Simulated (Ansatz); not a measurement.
## Nudged elastic band run: F4H4Si2

input.yaml

```yaml
crystal:
  periodic: [false, false, false]
  atoms:
    - { symbol: Si, position_ang: [-0.975995, 0.547713, 0.35216] }
    - { symbol: Si, position_ang: [0.474455, -1.279318, 0.31792] }
    - { symbol: F, position_ang: [-2.097972, 0.52665, -0.801182] }
    - { symbol: F, position_ang: [-1.747982, 0.701632, 1.758162] }
    - { symbol: F, position_ang: [-0.181969, 1.969693, 0.165834] }
    - { symbol: H, position_ang: [1.02061, 1.615309, -1.142372] }
    - { symbol: F, position_ang: [1.240591, 0.870812, -1.662815] }
    - { symbol: H, position_ang: [-0.091608, -2.30394, 1.240823] }
    - { symbol: H, position_ang: [0.565141, -1.822247, -1.058915] }
    - { symbol: H, position_ang: [1.79453, -0.826304, 0.830484] }
basis:
  gaussian: { orbitals: def2-SVP }
hamiltonian:
  xc: b3lyp
  dispersion: d4
neb:
  order_check: false
  images: 7
  f_tol: 0.03
  max_iterations: 60
  final_atoms:
    - { symbol: Si, position_ang: [-1.31837482, 1.40858426, -0.34330403] }
    - { symbol: Si, position_ang: [1.31958575, -1.41161005, 0.34589986] }
    - { symbol: F, position_ang: [-2.7153144, 2.16634925, -0.40758749] }
    - { symbol: F, position_ang: [-1.56660769, -0.15914625, -0.4913046] }
    - { symbol: F, position_ang: [-0.62267162, 1.70474232, 1.05540254] }
    - { symbol: H, position_ang: [1.36973657, -0.20609128, -0.53229772] }
    - { symbol: F, position_ang: [-0.38814095, 1.91447301, -1.52959503] }
    - { symbol: H, position_ang: [0.52693334, -1.0964819, 1.56650437] }
    - { symbol: H, position_ang: [0.68607042, -2.53493778, -0.39876125] }
    - { symbol: H, position_ang: [2.7085844, -1.78588158, 0.73514235] }
  initial_path:
    images:
      - { positions_ang: [[-0.975995, 0.547713, 0.35216], [0.474455, -1.279318, 0.31792], [-2.097972, 0.52665, -0.801182], [-1.747982, 0.701632, 1.758162], [-0.181969, 1.969693, 0.165834], [1.02061, 1.615309, -1.142372], [1.240591, 0.870812, -1.662815], [-0.091608, -2.30394, 1.240823], [0.565141, -1.822247, -1.058915], [1.79453, -0.826304, 0.830484]] }
      - { positions_ang: [[-0.93162683, 0.6312891, 0.27359782], [0.53024663, -1.26660187, 0.29778703], [-2.01464295, 0.64168184, -0.90347011], [-1.78341788, 0.61969267, 1.59478415], [-0.2248223, 2.02640023, 0.323959], [0.95486676, 1.30573064, -1.03873682], [1.08124339, 1.01187268, -1.56761009], [0.01113389, -2.14419697, 1.32425068], [0.49008478, -1.92327983, -0.97958396], [1.88673552, -0.90258849, 0.6751213]] }
      - { positions_ang: [[-0.88725867, 0.7148652, 0.19503565], [0.58603826, -1.25388574, 0.27765406], [-1.93131391, 0.75671368, -1.00575821], [-1.81885376, 0.53775335, 1.4314063], [-0.26767561, 2.08310745, 0.482084], [0.88912352, 0.99615227, -0.93510165], [0.92189578, 1.15293336, -1.47240519], [0.11387578, -1.98445395, 1.40767836], [0.41502856, -2.02431266, -0.90025292], [1.97894103, -0.97887298, 0.5197586]] }
      - { positions_ang: [[-0.8428905, 0.7984413, 0.11647347], [0.64182989, -1.2411696, 0.25752109], [-1.84798486, 0.87174553, -1.10804632], [-1.85428963, 0.45581402, 1.26802845], [-0.31052891, 2.13981468, 0.64020899], [0.82338028, 0.68657391, -0.83146647], [0.76254817, 1.29399405, -1.37720028], [0.21661767, -1.82471092, 1.49110604], [0.33997234, -2.12534548, -0.82092187], [2.07114655, -1.05515747, 0.36439591]] }
      - { positions_ang: [[-0.79852233, 0.8820174, 0.0379113], [0.69762152, -1.22845347, 0.23738811], [-1.76465581, 0.98677737, -1.21033442], [-1.88972551, 0.37387469, 1.1046506], [-0.35338222, 2.19652191, 0.79833399], [0.75763704, 0.37699554, -0.7278313], [0.60320056, 1.43505473, -1.28199538], [0.31935956, -1.6649679, 1.57453372], [0.26491613, -2.22637831, -0.74159083], [2.16335207, -1.13144196, 0.20903321]] }
      - { positions_ang: [[-0.92848546, 1.01365912, -0.05739254], [0.85311257, -1.27424262, 0.26451605], [-2.00232046, 1.28167034, -1.00964769], [-1.80894606, 0.24061946, 0.7056618], [-0.42070457, 2.07357701, 0.86260113], [0.91066192, 0.23122383, -0.6789479], [0.35536518, 1.5549093, -1.34389529], [0.37125301, -1.5228464, 1.57252638], [0.3702047, -2.30351818, -0.65588344], [2.29966015, -1.29505187, 0.34056049]] }
      - { positions_ang: [[-1.05844858, 1.14530083, -0.15269637], [1.00860363, -1.32003176, 0.29164398], [-2.23998511, 1.57656331, -0.80896096], [-1.7281666, 0.10736422, 0.306673], [-0.48802692, 1.95063211, 0.92686827], [1.06368681, 0.08545213, -0.63006451], [0.1075298, 1.67476387, -1.4057952], [0.42314645, -1.3807249, 1.57051905], [0.47549328, -2.38065805, -0.57017604], [2.43596824, -1.45866177, 0.47208778]] }
      - { positions_ang: [[-1.1884117, 1.27694255, -0.2480002], [1.16409469, -1.3658209, 0.31877192], [-2.47764975, 1.87145628, -0.60827422], [-1.64738715, -0.02589101, -0.0923158], [-0.55534927, 1.82768722, 0.9911354], [1.21671169, -0.06031958, -0.58118111], [-0.14030557, 1.79461844, -1.46769512], [0.4750399, -1.2386034, 1.56851171], [0.58078185, -2.45779791, -0.48446864], [2.57227632, -1.62227167, 0.60361506]] }
      - { positions_ang: [[-1.31837482, 1.40858426, -0.34330403], [1.31958575, -1.41161005, 0.34589986], [-2.7153144, 2.16634925, -0.40758749], [-1.56660769, -0.15914625, -0.4913046], [-0.62267162, 1.70474232, 1.05540254], [1.36973657, -0.20609128, -0.53229772], [-0.38814095, 1.91447301, -1.52959503], [0.52693334, -1.0964819, 1.56650437], [0.68607042, -2.53493778, -0.39876125], [2.7085844, -1.78588158, 0.73514235]] }
```

Run as:

```bash
$ ansatz run input.yaml --threads 2 --pin off --max-ram 3072MiB --backend cpu --events-out ev --progress --plain --runs-dir out
```

Output, in part (warnings, iteration lines, the closing report on the highest movable image, with atoms numbered from 0):

```
NEB end point (image 0): max|allowed force component| = 1.986e-3 eV/Å (the criterion of neb.relax_end_points is 1.000e-2)
NEB end point (image 8): max|allowed force component| = 2.770e-2 eV/Å (the criterion of neb.relax_end_points is 1.000e-2)
NEB iter   1: max|band force component| = 1.037e2 eV/Å  barrier→ = 12.7378 eV  barrier← = 13.9658 eV  Δτ_max = 0.2000 Å  (222 SCF iters)
NEB iter   2: max|band force component| = 1.154e1 eV/Å  barrier→ = 1.9003 eV  barrier← = 3.1283 eV  Δτ_max = 0.2000 Å  (200 SCF iters)
NEB iter   3: max|band force component| = 7.144e0 eV/Å  barrier→ = 1.7651 eV  barrier← = 2.9931 eV  Δτ_max = 0.2000 Å  (197 SCF iters)
NEB iter   4: max|band force component| = 1.582e0 eV/Å  barrier→ = 1.7389 eV  barrier← = 2.9669 eV  Δτ_max = 0.1901 Å  (187 SCF iters)
NEB iter   5: max|band force component| = 1.256e0 eV/Å  barrier→ = 1.7001 eV  barrier← = 2.9281 eV  Δτ_max = 0.2000 Å  (187 SCF iters)
NEB iter   6: max|band force component| = 7.155e-1 eV/Å  barrier→ = 1.5884 eV  barrier← = 2.8164 eV  Δτ_max = 0.1996 Å  (182 SCF iters)
NEB iter   7: max|band force component| = 1.323e0 eV/Å  barrier→ = 1.4124 eV  barrier← = 2.6404 eV  Δτ_max = 0.1000 Å  (179 SCF iters)
NEB iter   8: max|band force component| = 2.042e0 eV/Å  barrier→ = 1.2196 eV  barrier← = 2.4476 eV  Δτ_max = 0.0502 Å  (173 SCF iters)
NEB iter   9: max|band force component| = 8.639e-1 eV/Å  barrier→ = 1.1487 eV  barrier← = 2.3767 eV  Δτ_max = 0.1011 Å  (168 SCF iters)
NEB iter  10: max|band force component| = 6.550e-1 eV/Å  barrier→ = 1.0995 eV  barrier← = 2.3275 eV  Δτ_max = 0.1007 Å  (172 SCF iters)
NEB iter  11: max|band force component| = 6.226e-1 eV/Å  barrier→ = 1.0085 eV  barrier← = 2.2365 eV  Δτ_max = 0.1004 Å  (178 SCF iters)
NEB iter  12: max|band force component| = 6.356e-1 eV/Å  barrier→ = 0.9030 eV  barrier← = 2.1310 eV  CI = image 4  Δτ_max = 0.0993 Å  (175 SCF iters)
NEB iter  13: max|band force component| = 7.020e-1 eV/Å  barrier→ = 0.9283 eV  barrier← = 2.1563 eV  CI = image 4  Δτ_max = 0.2000 Å  (179 SCF iters)
NEB iter  14: max|band force component| = 5.794e-1 eV/Å  barrier→ = 0.9680 eV  barrier← = 2.1960 eV  CI = image 4  Δτ_max = 0.2000 Å  (186 SCF iters)
NEB iter  15: max|band force component| = 1.810e0 eV/Å  barrier→ = 1.1881 eV  barrier← = 2.4161 eV  CI = image 4  Δτ_max = 0.2000 Å  (181 SCF iters)
NEB iter  16: max|band force component| = 2.128e0 eV/Å  barrier→ = 1.3431 eV  barrier← = 2.5711 eV  CI = image 4  Δτ_max = 0.2000 Å  (179 SCF iters)
NEB iter  17: max|band force component| = 1.789e0 eV/Å  barrier→ = 1.5330 eV  barrier← = 2.7610 eV  CI = image 4  Δτ_max = 0.2000 Å  (186 SCF iters)
NEB iter  18: max|band force component| = 1.163e0 eV/Å  barrier→ = 1.9556 eV  barrier← = 3.1836 eV  CI = image 4  Δτ_max = 0.1948 Å  (187 SCF iters)
NEB iter  19: max|band force component| = 9.834e-1 eV/Å  barrier→ = 2.0613 eV  barrier← = 3.2893 eV  CI = image 4  Δτ_max = 0.1012 Å  (182 SCF iters)
NEB iter  20: max|band force component| = 9.046e-1 eV/Å  barrier→ = 1.9703 eV  barrier← = 3.1983 eV  CI = image 4  Δτ_max = 0.1967 Å  (172 SCF iters)
NEB iter  21: max|band force component| = 9.307e-1 eV/Å  barrier→ = 1.8144 eV  barrier← = 3.0424 eV  CI = image 4  Δτ_max = 0.2000 Å  (177 SCF iters)
NEB iter  22: max|band force component| = 5.690e-1 eV/Å  barrier→ = 1.7181 eV  barrier← = 2.9461 eV  CI = image 4  Δτ_max = 0.0821 Å  (177 SCF iters)
NEB iter  23: max|band force component| = 3.475e-1 eV/Å  barrier→ = 1.7001 eV  barrier← = 2.9281 eV  CI = image 4  Δτ_max = 0.1605 Å  (168 SCF iters)
NEB iter  24: max|band force component| = 2.164e-1 eV/Å  barrier→ = 1.6833 eV  barrier← = 2.9113 eV  CI = image 4  Δτ_max = 0.0915 Å  (167 SCF iters)
NEB iter  25: max|band force component| = 1.877e-1 eV/Å  barrier→ = 1.6794 eV  barrier← = 2.9074 eV  CI = image 4  Δτ_max = 0.0604 Å  (162 SCF iters)
NEB iter  26: max|band force component| = 1.424e-1 eV/Å  barrier→ = 1.6767 eV  barrier← = 2.9047 eV  CI = image 4  Δτ_max = 0.1030 Å  (170 SCF iters)
NEB iter  27: max|band force component| = 1.588e-1 eV/Å  barrier→ = 1.6738 eV  barrier← = 2.9018 eV  CI = image 4  Δτ_max = 0.0518 Å  (168 SCF iters)
NEB iter  28: max|band force component| = 1.410e-1 eV/Å  barrier→ = 1.6717 eV  barrier← = 2.8997 eV  CI = image 4  Δτ_max = 0.0518 Å  (170 SCF iters)
NEB iter  29: max|band force component| = 1.146e-1 eV/Å  barrier→ = 1.6703 eV  barrier← = 2.8983 eV  CI = image 4  Δτ_max = 0.0518 Å  (171 SCF iters)
NEB iter  30: max|band force component| = 7.282e-2 eV/Å  barrier→ = 1.6694 eV  barrier← = 2.8974 eV  CI = image 4  Δτ_max = 0.0518 Å  (172 SCF iters)
NEB iter  31: max|band force component| = 5.910e-2 eV/Å  barrier→ = 1.6691 eV  barrier← = 2.8971 eV  CI = image 4  Δτ_max = 0.0518 Å  (169 SCF iters)
NEB iter  32: max|band force component| = 4.746e-2 eV/Å  barrier→ = 1.6690 eV  barrier← = 2.8970 eV  CI = image 4  Δτ_max = 0.0518 Å  (163 SCF iters)
NEB iter  33: max|band force component| = 3.819e-2 eV/Å  barrier→ = 1.6689 eV  barrier← = 2.8969 eV  CI = image 4  Δτ_max = 0.0407 Å  (155 SCF iters)
NEB iter  34: max|band force component| = 3.614e-2 eV/Å  barrier→ = 1.6689 eV  barrier← = 2.8969 eV  CI = image 4  Δτ_max = 0.0333 Å  (155 SCF iters)
NEB iter  35: max|band force component| = 3.266e-2 eV/Å  barrier→ = 1.6689 eV  barrier← = 2.8969 eV  CI = image 4  Δτ_max = 0.0202 Å  (153 SCF iters)
NEB iter  36: max|band force component| = 3.157e-2 eV/Å  barrier→ = 1.6689 eV  barrier← = 2.8969 eV  CI = image 4  Δτ_max = 0.0113 Å  (143 SCF iters)
NEB iter  37: max|band force component| = 2.599e-2 eV/Å  barrier→ = 1.6689 eV  barrier← = 2.8969 eV  CI = image 4  Δτ_max = 0.0000 Å  (314 SCF iters)
Total energy: -26678.94804781 eV, -980.4332571167 hartree
Atom 0 at    -0.774737     0.887697    -0.082314 Å, force    -0.001010     0.001988     0.002066 eV/Å
Atom 1 at     0.695903    -1.197266     0.255941 Å, force     0.000248     0.000051    -0.000117 eV/Å
Atom 2 at    -1.660072     1.081721    -1.407348 Å, force    -0.000571    -0.000890     0.000103 eV/Å
Atom 3 at    -1.760372    -0.095039     0.775721 Å, force    -0.000553    -0.000364    -0.001300 eV/Å
Atom 4 at    -0.696064     2.142074     0.916576 Å, force     0.000958    -0.001115    -0.000722 eV/Å
Atom 5 at     0.868102     0.446485    -0.563537 Å, force     0.000069    -0.001295     0.000436 eV/Å
Atom 6 at     0.732674     1.530622    -1.000659 Å, force     0.000639     0.001448    -0.001084 eV/Å
Atom 7 at     0.691322    -1.241857     1.737702 Å, force     0.000220    -0.000371     0.000213 eV/Å
Atom 8 at    -0.188212    -2.205107    -0.376780 Å, force     0.000201     0.000595     0.000192 eV/Å
Atom 9 at     2.091258    -1.349330    -0.255202 Å, force    -0.000201    -0.000048     0.000212 eV/Å
Dipole moment:     0.430406    -0.438969     0.021030 e Å
```

The forces met the threshold. Neighbouring images differ by up to 2.2 eV, so the band resolves the path poorly. A vibrational analysis at the climbing image gives one clearly imaginary mode, 1116i cm⁻¹: a first-order saddle point. The orbitals stay closed-shell, which can raise the energy where a bond breaks towards radicals; this wasn't checked here.

Final band (atoms are numbered from 1 in the order of the input):

```tsv
image	path coordinate (Å)	energy (kJ/mol)	Si1–Si2 (Å)	H6–F7 (Å)	Si1–F7 (Å)
0	0.00	0.0	2.33	0.93	3.01
1	1.36	5.5	2.33	0.93	2.90
2	2.71	12.3	2.33	0.93	2.88
3	4.07	31.8	2.34	0.93	2.61
4	5.42	161.0	2.57	1.18	1.88
5	6.70	-47.7	3.35	1.91	1.61
6	7.98	-115.8	4.06	2.48	1.59
7	9.25	-117.5	4.13	2.78	1.59
8	10.53	-118.5	3.92	2.93	1.59
```

Time of the run: 9.3 min on 2 threads of Intel(R) Xeon(R) Platinum 8375C CPU @ 2.90GHz (Ice Lake), on a shared host, peak memory 0.3 GiB.
